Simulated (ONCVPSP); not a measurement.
## calcium: excitation energies, all-electron against ONCV

ONCVPSP 4.0.1 input, shortened (lines: element, Z, core and valence counts, functional; n l f; lmax; l rc ep ncon nbas qcut; lloc lpopt rc5 dvloc0; l nproj debl; icmod fcfact rcfact), Wu-Cohen, scalar-relativistic:

```
  Ca 20.00    3    3  -118130      upf
    1    0    2.00
    2    0    2.00
    2    1    6.00
    3    0    2.00
    3    1    6.00
    4    0    1.00
    2
    0    1.90    0.00    4    7    5.60
    1    2.00    0.00    3    8    7.50
    2    1.55    0.08    3    7    6.70
    4    3    0.95    2.00
    0    2    0.60
    1    3    3.30
    2    2    2.80
    4    0.45    0.00
```

In the d channel the program set the typed energies aside and used 0.050, 2.850 Ha.

Energies are relative to the spin-unpolarised reference configuration 3s2 3p6 4s1; without spin polarisation the order of configurations can differ from experiment.

(1) Give the all-electron excitation energy and the error of the potential for: 3s2 3p6 4s2; 3s2 3p6 4s0; 3s2 3p6 4s1.5; 3s2 3p6 4s0 4p1.

Answers

(1)

| valence configuration | charge | ΔE all-electron (eV) | error AE − PS (meV) |
| --- | --- | --- | --- |
| 3s2 3p6 4s2 | 0 | -6.296 | 0.0 |
| 3s2 3p6 4s0 | +2 | 11.628 | -1.1 |
| 3s2 3p6 4s1.5 | +0.5 | -3.792 | 0.0 |
| 3s2 3p6 4s0 4p1 | +1 | 2.995 | -0.2 |
